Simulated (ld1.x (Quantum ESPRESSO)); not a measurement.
# Tc: variants of one TM potential

Base potential:

| Item | Value |
| --- | --- |
| Element | Tc |
| Generator | ld1.x (Quantum ESPRESSO) 7.5 |
| Type | norm-conserving Troullier–Martins (Kleinman–Bylander form) |
| Functional | BLYP |
| Relativity | scalar-relativistic |
| Frozen core | [Ar] 3d10 |
| Valence charge | 15 |
| Reference configuration | 4s2 4p6 4d5 5s2 5p0 |
| Partial waves | 4s (bound): rc 1.75 bohr; 4d (bound): rc 1.60 bohr; 4p (bound): rc 1.25 bohr |
| Local potential | the p channel |
| Core correction | a·sin(br)/r model core inside 1.05 bohr |

Occupied shells without a wave of their own: 5s. They enter only through the test configuration that unscreens the potential, and ld1.x also counts them in the model core charge.

Cutoffs, loose and tight: the cutoffs (Ry, on a coarse ladder) from which the occupation-weighted sum of valence levels, in a spherical-Bessel basis at the reference potential, stays within 10 and 1 mRy of its value at 400 Ry. They do not see the model core or the augmentation charge, which bear on the density cutoff. Test errors are all-electron minus pseudo excitation energies from the reference, over the configurations 4s2 4p6 4d5 5s1 5p0; 4s2 4p6 4d5 5s0 5p0; 4s2 4p6 4d4 5s0 5p0; 4s2 4p6 4d5 5s0 5p1; 4s2 4p6 4d5 5s1 5p1; 4s2 4p6 4d5 5s1.5 5p0; 4s2 4p6 4d5 5s0 5p2. A dash means not determined; rows that change the core or the reference have their own tests.

With those shells counted twice in exchange and correlation these files are broken, and their errors move erratically; no question is asked of them.

A true bound ghost makes a file unfit for plane-wave use even where its test errors are small: the radial tests pick states by their node count and pass the ghost by.

Cutoffs are not given where the Bessel-basis levels miss the radial ones by over 6 mRy, ghosts where they miss by over 20 mRy; a channel whose overlap is not positive is not tested.

```tsv
change	outcome	cutoff, loose	cutoff, tight	bound ghosts	largest test error (meV)
base	generated, misses its reference levels by 0.60 eV	100 Ry	140 Ry	none	-3393
local potential the s channel	generated, misses its reference levels by 1.74 eV	100 Ry	140 Ry	none	-8293
reference 4s2 4p6 4d5 5s0 5p0	generated	100 Ry	140 Ry	none	+1159
wave 4p (bound): rc 1.25 bohr becomes 4p (bound): rc 1.00 bohr	generated, misses its reference levels by 0.65 eV	120 Ry	230 Ry	none	-3646
functional LDA (PZ)	generated, misses its reference levels by 0.61 eV	100 Ry	140 Ry	none	-3695
wave 4d (bound): rc 1.60 bohr becomes 4d (bound): rc 1.74 bohr	generated, misses its reference levels by 0.60 eV	100 Ry	140 Ry	none	-3393
wave 4s (bound): rc 1.75 bohr becomes 4s (bound): rc 1.10 bohr	generated	120 Ry	200 Ry	none	-693
core correction a·sin(br)/r model core inside 0.72 bohr	generated, misses its reference levels by 0.60 eV	100 Ry	140 Ry	none	-3405
fully relativistic	generated, misses its reference levels by 2.01 eV	–	–	not determined	-3385
core [Kr], valence charge 7; reference 4d5 5s0.5 5p0; waves now 5s (bound): rc 2.10 bohr; 5p (bound): rc 2.70 bohr; 4d (bound): rc 1.75 bohr; local potential all-electron potential smoothed inside 1.30 bohr (lloc = -2); core correction none	generated	45 Ry	55 Ry	s, p	-55
all radii but the core radius scaled by about 1.03 (s 1.80, p 1.30, d 1.66 bohr)	generated, misses its reference levels by 0.70 eV	90 Ry	120 Ry	none	-3871
core correction a·sin(br)/r model core inside 1.12 bohr	generated, misses its reference levels by 0.60 eV	100 Ry	140 Ry	none	-3390
wave 4s (bound): rc 1.75 bohr becomes 4s (bound): rc 2.10 bohr	generated, misses its reference levels by 1.08 eV	100 Ry	140 Ry	none	-5538
```
